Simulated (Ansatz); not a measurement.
Consider the substitution at a C–C bond: `C#CCCCCCC` + H₂Se → `CC[SeH]` + `C#CCCCC`.

Computed with Ansatz on PBE0-D4/def2-TZVP structures; ΔE is electronic, products minus reactants. CCSD(T)/CBS is the MP2 limit (def2-TZVPP, def2-QZVPP) plus CCSD(T) − MP2 in def2-TZVPP, frozen cores. DFT in def2-TZVPP. For Se outer-core shells are correlated without core-valence functions, which leaves a few kJ/mol of doubt a bond. Scalar relativity is left out up to krypton. One conformer a species, not always the lowest.

```json
{"level": "PBE-D4", "ΔE (kJ/mol)": "-1.6"}
{"level": "MP2/def2-TZVPP", "ΔE (kJ/mol)": "-0.9"}
{"level": "CCSD(T)/def2-TZVPP", "ΔE (kJ/mol)": "2.4"}
{"level": "MP2/def2-QZVPP", "ΔE (kJ/mol)": "-1.1"}
```

**Question.** What does CCSD(T)/CBS give? (Best estimate.)

**Answer.** Computed: +1.9 kJ/mol. The listed levels differ from it by -3.5, -2.8, 0.5, -3.0 kJ/mol.

Largest T1 diagnostic among the species: 0.010.

From BLYP to BHLYP (50 % exact exchange), in def2-TZVPP and without D4, ΔE moves by +8.0 kJ/mol. Leaving LDA and LC-ωPBE aside and taking each functional with its dispersion term where it has one, the values, not all of them listed here, spread over 7.7 kJ/mol, from BLYP-D4 to CAM-B3LYP-D4. LDA lies +12.6 kJ/mol from PBE without D4. At CCSD(T), def2-SVP lies +15.9 kJ/mol from the extrapolated value and def2-TZVPP +0.5 kJ/mol.

CCSD(T)/CBS has its own doubt, a few kJ/mol and more with outer-core shells, so smaller differences from it don't rank the levels.
